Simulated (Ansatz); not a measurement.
This geometry of AlCl2H + ClH (6 atoms, charge 0, multiplicity 1) is a first-order saddle point.

These are results of RHF/def2-SVP (Ansatz), not measurements.

```xyz
6
Properties=species:S:1:pos:R:3
Al 0.013 -0.242 -0.003
H 0.022 0.083 1.625
Cl 1.821 0.175 -0.969
Cl -1.834 0.086 -0.929
Cl 0.077 -2.394 1.007
H 0.051 -1.089 1.699
```

Q: Which two structures does it join? (They come from a converged band through this point; their orientation in space is the band's.)

A: Bonds broken: Al1–H2, Cl5–H6. Bonds formed: Al1–Cl5, H2–H6. AlCl2H + ClH becomes AlCl3 + H2.

First end point:

```xyz
6
Properties=species:S:1:pos:R:3
Al 0.000 0.206 -0.024
H 0.001 0.754 1.436
Cl 1.791 0.138 -1.129
Cl -1.807 0.047 -1.093
Cl 0.076 -2.431 1.004
H 0.089 -2.095 2.235
```

Last end point:

```xyz
6
Properties=species:S:1:pos:R:3
Al 0.021 -0.798 -0.550
H 0.021 0.283 2.285
Cl 1.792 0.230 -0.920
Cl -1.807 0.143 -0.877
Cl 0.076 -2.789 0.059
H 0.046 -0.450 2.431
```

Q: How far does it lie above each of them?

A: 18.2 kcal/mol above the first and 42.5 kcal/mol above the second. This is the barrier of this one path; another mechanism may lie lower. The orbitals stay closed-shell, which can raise the energy where a bond breaks towards radicals; this wasn't checked here.

The run took 74 s on 1 thread of Intel(R) Xeon(R) CPU @ 2.60GHz (Ice Lake), with other jobs on the host, peak memory 0.17 GiB.
